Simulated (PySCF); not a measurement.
F2H6Si3, SMILES F[Si](F)([SiH3])[SiH3].

Geometry optimised at ωB97X-D3(BJ)/def2-SVP.

Two levels are set side by side: PBE/def2-TZVP (PySCF) and HF/def2-TZVP (PySCF). Same geometry, gas phase. Differences are taken from unrounded values.

```csv
quantity,HF,PBE,PBE minus HF
orbital gap (eV),12.82,4.96,-7.86
highest occupied level (eV),-10.66,-6.80,3.85
lowest empty level (eV),2.16,-1.84,-4.00
dipole moment (D),1.98,1.64,-0.34
mean polarisability (bohr³),75.3,87.4,12.1
```

Without exact exchange PBE keeps part of each electron's self-repulsion, which lifts occupied levels and narrows the gap. PBE's more diffuse valence density responds more strongly to a field. Differences between two approximate levels are no errors against the true value.

Rough cost on one machine, each run with all the roots and properties that it gave: HF against PBE about 1/4.
